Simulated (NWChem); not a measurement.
Program: NWChem. System: H4PSi, charge 0, spin multiplicity 2, at a geometry optimised with UPBE0/def2-SVP. The structure started from a generated list of species. Its SCF solution wasn't tested for a lower state. Level: UMP2/def2-TZVP, 10 core orbitals frozen.

Part of the output:

```
             Northwest Computational Chemistry Package (NWChem) 7.3.0
             --------------------------------------------------------

                                NWChem Input Module
                                -------------------

 Scaling coordinates for geometry "geometry" by  1.889725989
 (inverse scale =  0.529177249)

                             Geometry "geometry" -> ""
                             -------------------------

 Output coordinates in angstroms (scale by  1.889725989 to convert to a.u.)

  No.       Tag          Charge          X              Y              Z
 ---- ---------------- ---------- -------------- -------------- --------------
    1 Si                  14.0000    -0.98862200    -0.34807700     0.08487700
    2 P                   15.0000     1.10409200     0.48552900    -0.11416800
    3 H                    1.0000    -1.19041600    -0.94396400     1.44329600
    4 H                    1.0000    -1.97940400     0.75087600    -0.11454300
    5 H                    1.0000    -1.22975000    -1.41168500    -0.94071600
    6 H                    1.0000     1.67889300    -0.80507700     0.13621200

 Effective nuclear repulsion energy (a.u.)      81.0436011571

            Nuclear Dipole moment (a.u.)
            ----------------------------
        X                 Y               Z
 ---------------- ---------------- ----------------
    -0.0000094486     0.0000132281     0.0000132281


 Summary of "ao basis" -> "" (spherical)
 ------------------------------------------------------------------------------
       Tag                 Description            Shells   Functions and Types
 ---------------- ------------------------------  ------  ---------------------
 *                         def2-tzvp                  on all atoms

 Summary of "ao basis" -> "ao basis" (spherical)
 ------------------------------------------------------------------------------
       Tag                 Description            Shells   Functions and Types
 ---------------- ------------------------------  ------  ---------------------
 Si                        def2-tzvp                13       37   5s5p2d1f
 P                         def2-tzvp                13       37   5s5p2d1f
 H                         def2-tzvp                 4        6   3s1p

                                 NWChem SCF Module
                                 -----------------

  ao basis        = "ao basis"
  functions       =    98
  atoms           =     6
  alpha electrons =    17
  beta  electrons =    16
  charge          =   0.00
  wavefunction    = UHF
  use symmetry    = F
  symmetry adapt  = F

 Summary of "ao basis" -> "ao basis" (spherical)
 ------------------------------------------------------------------------------
       Tag                 Description            Shells   Functions and Types
 ---------------- ------------------------------  ------  ---------------------
 Si                        def2-tzvp                13       37   5s5p2d1f
 P                         def2-tzvp                13       37   5s5p2d1f
 H                         def2-tzvp                 4        6   3s1p

 Forming initial guess at       0.0s

 Starting SCF solution at       0.0s

 ----------------------------------------------
         Quadratically convergent UHF

 Convergence threshold     :          1.000E-07
 Maximum no. of iterations :          100
 Integral*density screening:          1.000E-09
 ----------------------------------------------

              iter       energy          gnorm     gmax       time
             ----- ------------------- --------- --------- --------
                 1     -631.9793440323  6.65D-01  2.25D-01      0.8
                 2     -631.9957429889  7.23D-02  1.29D-02      0.9
                 3     -631.9971308023  2.24D-03  3.71D-04      1.2
                 4     -631.9971335859  2.40D-06  4.29D-07      1.9
                 5     -631.9971335859  7.59D-09  1.57D-09      2.6

       Final UHF  results
       ------------------

         Total SCF energy =   -631.997133585879
      One electron energy =  -1036.519716340390
      Two electron energy =    323.478981597427
 Nuclear repulsion energy =     81.043601157084
[...]
         -93.134126196565         279.387227131808           9.807911195874
          22.570540557680           9.807911195874         318.905376719261

  Mulliken analysis of the total density
  --------------------------------------

    Atom       Charge   Shell Charges
 -----------   ------   -------------------------------------------------------
    1 Si  14    13.75   2.00  0.58  1.39  0.82  0.42  4.12  1.73  0.52  1.48  0.35  0.12  0.19  0.02
    2 P   15    15.17   2.01  0.53  1.43  1.03  0.77  4.17  1.70  0.65  1.81  0.93  0.04  0.09  0.01
    3 H    1     1.04   0.24  0.56  0.24  0.01
    4 H    1     1.05   0.24  0.56  0.23  0.01
    5 H    1     1.04   0.24  0.56  0.24  0.01
    6 H    1     0.95   0.23  0.53  0.17  0.02

  Mulliken analysis of the alpha density
  --------------------------------------

    Atom       Charge   Shell Charges
 -----------   ------   -------------------------------------------------------
    1 Si  14     6.85   1.00  0.29  0.70  0.40  0.21  2.06  0.86  0.26  0.72  0.17  0.07  0.10  0.01
    2 P   15     8.11   1.00  0.27  0.72  0.53  0.40  2.10  0.84  0.39  1.18  0.62  0.02  0.05  0.00
    3 H    1     0.53   0.12  0.29  0.12  0.00
    4 H    1     0.52   0.12  0.28  0.12  0.00
    5 H    1     0.53   0.12  0.29  0.12  0.00
    6 H    1     0.45   0.11  0.25  0.08  0.01

   Mulliken analysis of the beta density
   -------------------------------------

    Atom       Charge   Shell Charges
 -----------   ------   -------------------------------------------------------
    1 Si  14     6.90   1.00  0.29  0.70  0.41  0.21  2.06  0.86  0.26  0.75  0.18  0.06  0.08  0.01
    2 P   15     7.06   1.00  0.27  0.72  0.51  0.37  2.07  0.86  0.26  0.63  0.31  0.02  0.04  0.00
    3 H    1     0.51   0.12  0.27  0.12  0.00
    4 H    1     0.52   0.12  0.28  0.12  0.00
    5 H    1     0.51   0.12  0.27  0.12  0.00
    6 H    1     0.50   0.12  0.28  0.09  0.01

   Mulliken analysis of the spin density
   -------------------------------------

    Atom       Charge   Shell Charges
 -----------   ------   -------------------------------------------------------
    1 Si  14    -0.04  -0.00 -0.00  0.00 -0.01 -0.01 -0.00  0.00 -0.01 -0.03 -0.01  0.01  0.02  0.00
    2 P   15     1.05   0.00  0.00 -0.00  0.02  0.03  0.03 -0.02  0.13  0.54  0.31  0.00  0.01 -0.00
    3 H    1     0.02   0.00  0.01  0.00 -0.00
    4 H    1    -0.00  -0.00 -0.00 -0.00  0.00
    5 H    1     0.02   0.00  0.01  0.00 -0.00
    6 H    1    -0.04  -0.01 -0.03 -0.01  0.00

       Multipole analysis of the density wrt the origin
       ------------------------------------------------

     L   x y z        total         alpha         beta         nuclear
     -   - - -        -----         -----         ----         -------
     0   0 0 0      0.000000    -17.000000    -16.000000     33.000000

     1   1 0 0     -0.098495     -1.008834      0.910349     -0.000009
     1   0 1 0     -0.231047     -0.471153      0.240093      0.000013
     1   0 0 1      0.048134      0.110053     -0.061933      0.000013

     2   2 0 0    -22.880351    -88.282048    -83.278183    148.679880
     2   1 1 0     -1.176387    -24.441666    -22.731695     45.996975
     2   1 0 1      0.245255      5.960460      5.610076    -11.325282
     2   0 2 0    -22.837309    -28.938088    -27.210712     33.311491
     2   0 1 1      0.135488      2.453771      2.949693     -5.267977
     2   0 0 2    -22.281026    -19.139289    -14.912309     11.770572

                   NWChem MP2 Semi-direct Energy/Gradient Module
                   ---------------------------------------------

  Basis functions       =     98
  Molecular orbitals    =     98
  Frozen core           =     10
  Frozen virtuals       =      0
  Active alpha occupied =      7
  Active beta occupied  =      6
  Active alpha virtual  =     81
  Active beta virtual   =     82
  Use MO symmetry       = F
  Use skeleton AO sym   = F

  AO/Fock/Back tols     =   1.0D-09  1.0D-09  1.0D-09

 GA uses MA = F    GA memory limited = T

 Available:
  local mem=  1.26D+08
 global mem=  1.44D+08
 local disk=  0.00D+00
  mp2_memr nvloc                    81
  nvloc new                    81
   1 passes of   7:        5242880                      47930                   9196684.
   1 passes of   7: M    126151665           G      144159992           F     120908785.

 Semi-direct pass number   1 of   1  for UHF alpha       at        2.6s
  vrange nnbf                  4762
  mp2_eaftype                    35  avail_ma_in_mb                  1099
 EAF : mp2_eaftype filesize          35    4598342.
  mp2_eaf for mointskh                     35
Node 0 wrote     21.6 Mb in      0.0 s     Agg I/O rate:  5984.4 Mb/s
 Done moints_semi at        4.0s
  mp2_eaftype                    35  avail_ma_in_mb                  1064
 EAF : mp2_eaftype filesize          35    4598342.
  mp2_eaf for kh                    35
 Done maket at        4.1s
 Done multipass loop at        4.1s

 GA uses MA = F    GA memory limited = T

 Available:
  local mem=  1.26D+08
 global mem=  1.44D+08
 local disk=  0.00D+00
  mp2_memr nvloc                    82
  nvloc new                    82
   1 passes of   6:        5242880                      44182                   7982374.
   1 passes of   6: M    126151665           G      144159992           F     120908785.

 Semi-direct pass number   1 of   1  for UHF beta        at        4.1s
  vrange nnbf                  4762
  mp2_eaftype                    30  avail_ma_in_mb                  1099
 EAF : mp2_eaftype filesize          30    3991187.
  mp2_eaf for mointskh                     30
Node 0 wrote     18.7 Mb in      0.0 s     Agg I/O rate:  6672.1 Mb/s
 Done moints_semi at        5.5s
  mp2_eaftype                    30  avail_ma_in_mb                  1069
 EAF : mp2_eaftype filesize          30    3991187.
  mp2_eaf for kh                    30
 Done maket at        5.5s
 Done multipass loop at        5.5s

          -------------------------------------------
          SCF energy                -631.997133585879
          Correlation energy          -0.244139559539
          Singlet pairs                0.000000000000
          Triplet pairs                0.000000000000
          Total MP2 energy          -632.241273145417
          -------------------------------------------

          ---------------------------------------------------
                    Spin Component Scaled (SCS) MP2
          Same spin pairs                     -0.042270694547
          Same spin scaling factor             0.333333333333
          Opposite spin pairs                 -0.201868864992
          Opposite spin scaling fact.          1.200000000000
          SCS-MP2 correlation energy          -0.256332869506
          Total SCS-MP2 energy              -632.253466455384
          ---------------------------------------------------

 -----------------------
 Performance information
 -----------------------

 Timer overhead =  1.35D-07 seconds/call

               Nr. of calls         CPU time (s)                 Wall time (s)                GFlops
             ---------------    -------------------     ------------------------------   -------------------
Name         Min   Avg   Max    Min     Avg     Max     Min     Avg     Max   Mx/calls   Min     Max     Sum
mp2: moin     2     2     2    2.8     2.8     2.8      2.8     2.8     2.8     1.4      0.0     0.0     0.0
mp2: make     2     2     2   0.11    0.11    0.11     0.11    0.11    0.11    5.38E-2   0.0     0.0     0.0
mp2: tota     1     1     1    2.9     2.9     2.9      2.9     2.9     2.9     2.9      0.0     0.0     0.0

 The average no. of pstat calls per process was 5.00D+00
 with a timing overhead of 6.74D-07s

 Task  times  cpu:        5.5s     wall:        5.5s

 Total times  cpu:        5.5s     wall:        5.5s
```

### Question
Write an NWChem input that would produce this output.

### Answer
This is not unique; one that fits is 
```
start mol
memory heap 200 mb stack 900 mb global 1100 mb
geometry units angstroms nocenter noautoz noautosym
  Si    -0.988622    -0.348077     0.084877
  P      1.104092     0.485529    -0.114168
  H     -1.190416    -0.943964     1.443296
  H     -1.979404     0.750876    -0.114543
  H     -1.229750    -1.411685    -0.940716
  H      1.678893    -0.805077     0.136212
end
basis spherical
  * library def2-tzvp
end
scf
  uhf
  nopen 1
  maxiter 100
  thresh 1e-7
  semidirect memsize 60000000 filesize 0
  # guess.movecs holds the orbitals of an unrestricted PBE0 run
  vectors input guess.movecs output mol.movecs
end
mp2
  freeze core 10
end
task mp2 energy
```
